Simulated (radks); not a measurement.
Mo4+, configuration [Kr] 4d2.

All-electron calculation, scalar-relativistic Kohn-Sham, PBEsol, spin-unpolarised, spherical densities, finite nucleus; Fermi nuclear charge, rms radius 4.4091 fm. Program: a radial shooting solver on a logarithmic mesh with Libxc functionals.

Energy parts (eV):
| part | energy |
|---|---|
| total | -110019.063 |
| kinetic | 113432.479 |
| electron-nucleus | -263377.441 |
| Hartree | 43185.735 |
| exchange-correlation | -3259.836 |

Orbitals (lengths in bohr, moments of r in powers of bohr; <r^-3> diverges for s and p1/2):
orbital,occ.,eigenvalue (eV),<r^-3>
1s,2,-19858.44,-
2s,2,-2847.253,-
2p,6,-2551.163,2549
3s,2,-524.7667,-
3p,6,-427.7517,424.7
3d,10,-269.8289,56.45
4s,2,-111.2304,-
4p,6,-84.6223,65.08
4d,2,-46.2730,5.651

The highest occupied level is 4d at -46.273 eV. The electron density at the nucleus is 9.253e+04 e/bohr^3 (large components only). The density falls to 0.001 e/bohr^3 at r = 3.03 bohr.
